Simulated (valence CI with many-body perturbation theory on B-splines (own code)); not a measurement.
# Lu³⁹⁺: E2, M1 decay

Level of theory: configuration interaction combined with many-body perturbation theory (CI+MBPT): four valence electrons over a frozen Dirac-Fock core [Ar] 3d10, radial functions for each j: 11 s, 11 p, 9 d, 7 f, 5 g, 2 h, 1 i, with the one-electron correlation potential Σ1, the two-electron term Σ2, the three-electron term Σ3, Breit, model QED; selected CI, second order for the rest (own B-spline code, finite nucleus).

No measured spectrum was set against this ion. As an estimate, large intervals hold to a few tenths of a per cent, small ones and those within an open d or f shell to about a per cent.

Lines 1 to 11 of 11 in falling wavelength, among levels below 434.57 eV, chosen from the decays that carry over 1 % of a level's rate. Wavelengths and rates use the calculated energies. Electric multipoles are in the length gauge, E1 and E2 with the static RPA response of the core. S is in atomic units (e²a₀⁴ for E2 and M2, e²a₀⁶ for E3), for M1 in squared Bohr magnetons. Weak lines are less certain than strong ones. Lines between different terms over intervals too small for the method are left out, as are lines whose strength nearly cancels.

Levels are named by their leading jj configuration (3d3/2^4 stands for four electrons in 3d with j = 3/2), which in mixed levels can hold well under half, so a name can repeat and another be missing.

```tsv
λ vac (nm)	Upper	Lower	Type	A (s⁻¹)	S (a.u.)
19.55	(4s^2 4p3/2 4d5/2) J=4	(4s^2 4p1/2 4d5/2) J=3	M1	1.16e+06	2.89e+00
17.08	(4s^2 4p1/2 4p3/2) J=1	(4s^2 4p1/2^2) J=0	M1	2.52e+06	1.40e+00
16.39	(4s^2 4p3/2^2) J=2	(4s^2 4p1/2 4p3/2) J=2	M1	2.11e+06	1.72e+00
16.39	(4s^2 4p3/2^2) J=2	(4s^2 4p1/2 4p3/2) J=2	E2	1.13e+05	5.99e-02
16.23	(4s^2 4p3/2 4d5/2) J=4	(4s 4p1/2 4p3/2^2) J=3	M1	8.65e+05	1.23e+00
16.18	(4s^2 4p1/2 4p3/2) J=2	(4s^2 4p1/2^2) J=0	E2	6.13e+04	3.04e-02
15.57	(4s^2 4p3/2^2) J=2	(4s^2 4p1/2 4p3/2) J=1	M1	2.21e+06	1.55e+00
15.57	(4s^2 4p3/2^2) J=2	(4s^2 4p1/2 4p3/2) J=1	E2	5.68e+04	2.32e-02
14.69	(4s^2 4p3/2^2) J=0	(4s^2 4p1/2 4p3/2) J=2	E2	2.61e+05	1.60e-02
14.02	(4s^2 4p3/2^2) J=0	(4s^2 4p1/2 4p3/2) J=1	M1	5.58e+06	5.71e-01
8.336	(4s^2 4p3/2 4d5/2) J=4	(4s 4p1/2^2 4p3/2) J=2	E2	4.15e+04	1.34e-03
```
